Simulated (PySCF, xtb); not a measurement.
CH4ClNOSi2, SMILES N1=CO[SiH2][Si@H]1Cl.

Harmonic wavenumbers (cm⁻¹) from GFN2-xTB (xtb) at its own minimum, in rising order: 97, 119, 204, 334, 381, 395, 431, 537, 549, 612, 637, 650, 684, 721, 764, 842, 896, 1135, 1290, 1668, 2260, 2289, 2296, 2988.

Question: What does PBE-D3(BJ)/def2-SVP (PySCF 2.14.0) give at its own minimum? (Estimate from the structure and the level; the computed values follow.)

Answer: 88, 123, 212, 334, 382, 397, 466, 549, 628, 667, 680, 689, 713, 778, 829, 900, 959, 1132, 1326, 1620, 2177, 2196, 2200, 3038. Paired by order, the mean absolute difference is 40 cm⁻¹ and the zero-point energies are 32.6 and 33.0 kcal/mol.
